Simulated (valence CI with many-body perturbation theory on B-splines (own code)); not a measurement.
**Valence orbitals of Nb X**

Level of theory: configuration interaction combined with many-body perturbation theory (CI+MBPT): four valence electrons over a frozen Dirac-Fock core [Ar] 3d10, a basis of 11 s, 11 p, 10 d, 8 f, 5 g, 2 h functions for each j, with the one-electron correlation potential Σ1 (screened to all orders), the two-electron term Σ2, the three-electron term Σ3, Breit, model QED; selected single and double excitations, second order for the rest, scaled by the run's own slope (own B-spline code, finite nucleus).

No measured spectrum was set against this ion. As an estimate, levels hold to about 250 cm⁻¹ or 0.2 % of their energy and the worst to 1 %, as in measured heavy ions of charge 2 to 7; those with d or f electrons hold less well. Among the levels kept, up to 740 cm⁻¹ of a level comes from second order outside the variational space, and about a tenth of that is noise between levels of different J, which matters for small intervals.

These are the spectroscopic orbitals of the CI (the correlating ones are not listed), shaped by the core and the other valence electrons. h is the expectation value of the core's Dirac-Fock operator, without the valence repulsion; Σ1 is computed up to l = 3 at one energy for each symmetry, that of its lowest orbital but kept below the first core excitation, so for empty shells it is not the orbital's own correlation shift; Breit and QED include the response of the core.

| Orbital | h (hartree) | Σ1 (cm⁻¹) | Breit (cm⁻¹) | QED (cm⁻¹) | ⟨r⟩ (bohr) |
| --- | --- | --- | --- | --- | --- |
| 4s1/2 | -9.7977 | -10126 | 664 | 536 | 1.065 |
| 5s1/2 | -5.3376 | -2818 | 238 | 191 | 2.018 |
| 6s1/2 | -3.359 | -1204 | 110 | 88.7 | 3.283 |
| 7s1/2 | -2.3113 | -640 | 60.8 | 49.1 | 4.838 |
| 8s1/2 | -1.6878 | -384 | 37.2 | 30.0 | 6.693 |
| 9s1/2 | -1.2866 | -249 | 24.4 | 19.7 | 8.847 |
| 4p1/2 | -8.7884 | -9118 | 987 | -33.8 | 1.125 |
| 5p1/2 | -4.8909 | -2605 | 353 | -12.1 | 2.157 |
| 6p1/2 | -3.1305 | -1180 | 173 | -5.9 | 3.477 |
| 7p1/2 | -2.1784 | -645 | 98.1 | -3.3 | 5.094 |
| 8p1/2 | -1.6038 | -394 | 61.1 | -2.1 | 7.010 |
| 9p1/2 | -1.2302 | -259 | 40.6 | -1.4 | 9.226 |
| 4p3/2 | -8.6661 | -8662 | 606 | 13.0 | 1.143 |
| 5p3/2 | -4.8402 | -2512 | 217 | 4.6 | 2.181 |
| 6p3/2 | -3.1045 | -1144 | 110 | 2.3 | 3.508 |
| 7p3/2 | -2.1633 | -628 | 62.7 | 1.3 | 5.131 |
| 8p3/2 | -1.5943 | -384 | 39.1 | 0.8 | 7.053 |
| 9p3/2 | -1.2238 | -253 | 26.0 | 0.5 | 9.275 |
| 4d3/2 | -7.0223 | -6731 | 227 | -25.8 | 1.291 |
| 5d3/2 | -4.1157 | -2250 | 92.4 | -10.2 | 2.466 |
| 6d3/2 | -2.7252 | -1119 | 49.3 | -5.4 | 3.908 |
| 7d3/2 | -1.9394 | -645 | 29.5 | -3.2 | 5.649 |
| 8d3/2 | -1.451 | -407 | 19.0 | -2.0 | 7.689 |
| 4d5/2 | -7.0015 | -6640 | 94.9 | -15.3 | 1.296 |
| 5d5/2 | -4.1066 | -2227 | 38.2 | -6.1 | 2.472 |
| 6d5/2 | -2.7203 | -1108 | 20.5 | -3.2 | 3.916 |
| 7d5/2 | -1.9365 | -639 | 12.2 | -1.9 | 5.658 |
| 8d5/2 | -1.4491 | -404 | 7.9 | -1.2 | 7.699 |
| 4f5/2 | -5.3544 | -4212 | 8.3 | -2.7 | 1.545 |
| 5f5/2 | -3.3953 | -1839 | 5.6 | -1.8 | 2.848 |
| 6f5/2 | -2.3404 | -981 | 3.5 | -1.1 | 4.437 |
| 7f5/2 | -1.7089 | -587 | 2.3 | -0.8 | 6.326 |
| 4f7/2 | -5.3541 | -4189 | -13.8 | -1.7 | 1.545 |
| 5f7/2 | -3.395 | -1826 | -8.8 | -1.3 | 2.848 |
| 6f7/2 | -2.3402 | -972 | -5.4 | -0.8 | 4.438 |
| 7f7/2 | -1.7087 | -582 | -3.5 | -0.6 | 6.327 |
| 5g7/2 | -3.2244 |  | -0.1 | -0.1 | 2.706 |
| 6g7/2 | -2.2411 |  | -0.1 | -0.1 | 4.337 |
| 7g7/2 | -1.646 |  | -0.1 | -0.1 | 6.272 |
| 5g9/2 | -3.2242 |  | -0.4 | 0.1 | 2.706 |
| 6g9/2 | -2.241 |  | -0.4 | 0.1 | 4.337 |
| 7g9/2 | -1.646 |  | -0.3 | 0.0 | 6.272 |
| 6h9/2 | -2.2239 |  |  |  | 3.894 |
| 6h11/2 | -2.2238 |  |  |  | 3.894 |

Among the shells of the start configuration 4s2 4p2, Σ1 is largest in size for 4s1/2, where it is 0.47 % of h.

Lowest root of each symmetry, sizes in configuration state functions:

```
J  Parity  Roots  Reference  Variational  Second order  Change by selected CI (cm⁻¹)  Change by second order (cm⁻¹)
0    even     15         59        32064        347372                         -4423                             -4
1    even     25        130        31971       1028461                         -4072                            -93
2    even     34        175        31989       1557796                         -4260                           -132
3    even     22        153        31945       1754236                         -3945                           -120
4    even     13        121        31980       1558151                         -3905                            -97
5    even      4         70        33790       1071119                         -4158                            -73
0     odd     10         44        31993        277393                         -6617                             -6
1     odd     23        117        31980       1034431                         -4998                            -70
2     odd     26        141        31982       1435729                         -2576                            -78
3     odd     19        119        31991       1521182                         -4632                           -192
4     odd     10         76        31993       1333191                         -6007                           -216
5     odd      3         35        32149        879651                         -9437                           -140
6     odd      2         10        33154        690005                         -7641                            -48
```
